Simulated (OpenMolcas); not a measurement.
Nb3+ among 6 point charges of -1 e arranged as an octahedron (Oh).

```yaml
Program: OpenMolcas
Method: "SS-CASPT2, IPEA 0.25 Eh, imaginary shift 0.1 Eh (closed shells correlated: 4s 4p)"
Basis: ANO-RCC-VDZP [6s5p3d1f]
Scalar_Hamiltonian: DKH2, point nucleus
Active_space: 2 electrons in 5 orbitals (4d)
State_averaging: 2S+1 = 3 even, 10 roots; 2S+1 = 1 even, 15 roots
Spin-orbit_coupling: RASSI with atomic mean-field integrals over the reference wave functions
```

All point charges move together. At R = 2.1 Å the first state of the same spin is 6790 cm-1, and at R = 2.3 Å it is 4250 cm-1.

Task: A third run gives 10740 cm-1. What distance was it run at?

Result: With a power law R^-n the two known points give n = -ln(4250 / 6790) / ln(2.3 / 2.1) = 5.15. Then R = 2.1 × (6790 / 10740)^(1/5.15) = 1.921 Å. The run was at 1.9 Å, so the estimate is off by +0.021 Å.

Roots that are degenerate in the reference are averaged as groups; the widest CASPT2 spread within a group is 420 cm-1 (the 3-fold group of multiplicity 1 near 23600 cm-1 above the lowest state of its run, R = 1.9). Shifts and gaps below about the spread of the groups concerned are not significant. An orbital triplet at a regular site is open to Jahn-Teller coupling, which can distort the site and quench the lowest spin-orbit gaps and is left out. Free-ion shares, where given, are those of the reference states; single-state CASPT2 does not remix them. This field is weak: 10Dq is about 12471 cm-1, while octahedral complexes of 4d ions of charge 3 and more, computed by the same method with explicit ligands, had a median near 25000 cm-1. Ground spin and moment need not be those of a real site (figures for R = 1.9; the like holds for R = 2.1, R = 2.3). This is an electrostatic model: the charges have no orbitals. No measured value stands beside these numbers.
